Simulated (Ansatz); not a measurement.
`F[SiH]([SiH3])P` + `CNCF` → `FCNC[SiH3]` + `F[SiH2]P`  (formal exchange of groups at the Si–Si bond)

Gas-phase electronic energies from Ansatz, PBE0-D4/def2-TZVP geometries. CCSD(T)/CBS adds triple-zeta CCSD(T) − MP2 to the extrapolated MP2 energy (def2 sets, frozen cores). Functionals use def2-TZVPP. B3LYP here is the variant with VWN-RPA as its local correlation; programs differ in this. HSE06 is defined as in plane-wave codes. One conformer a species, not always the lowest.

```tsv
level	ΔE (kJ/mol)	difference from CCSD(T)/CBS
LDA (SPW92)	22.4	9.3
PBE-D4	27.3	14.2
revPBE-D4	25.5	12.4
BLYP-D4	19.6	6.5
r2SCAN-D4	19.7	6.6
B97M-V	22.0	8.9
PBE0-D4	23.7	10.6
B3LYP-D4	17.6	4.5
r2SCANh-D4	18.9	5.8
r2SCAN0-D4	17.7	4.6
HSE06-D4	23.9	10.8
BHLYP-D4	14.4	1.3
ωB97X-V	14.2	1.1
ωB97M-V	9.0	-4.1
B2PLYP	12.4	-0.7
PBE	26.4	13.3
revPBE	27.4	14.3
BLYP	18.4	5.3
r2SCAN	19.6	6.5
B3LYP	15.9	2.8
r2SCANh	18.7	5.6
r2SCAN0	17.4	4.3
HSE06	22.7	9.6
BHLYP	11.2	-1.9
CAM-B3LYP	11.0	-2.1
RPA@PBE/def2-TZVPP	9.6	-3.5
HF/def2-SVP	6.5	-6.6
MP2/def2-SVP	6.6	-6.5
CCSD/def2-SVP	10.2	-2.9
CCSD(T)/def2-SVP	10.8	-2.3
HF/def2-TZVPP	6.6	-6.5
MP2/def2-TZVPP	6.9	-6.2
SCS-MP2/def2-TZVPP	6.0	-7.1
CCSD(T)/def2-TZVPP	12.1	-1.0
HF/def2-QZVPP	5.9	-7.2
MP2/def2-QZVPP	7.2	-5.9
SCS-MP2/def2-QZVPP	6.4	-6.7
HF/CBS(def2)	5.8	-7.3
MP2/CBS(def2)	7.9	-5.2
CCSD/CBS(def2)	12.0	-1.1
CCSD(T)/CBS	13.1	0
```

Largest T1 diagnostic among the species: 0.014.

From PBE to PBE0 (25 % exact exchange), in def2-TZVPP and without D4, ΔE moves by −3.7 kJ/mol. Leaving LDA and LC-ωPBE aside and taking each functional with its dispersion term where it has one, the values spread over 18.3 kJ/mol, from ωB97M-V to PBE-D4. LDA lies −4.0 kJ/mol from PBE without D4.
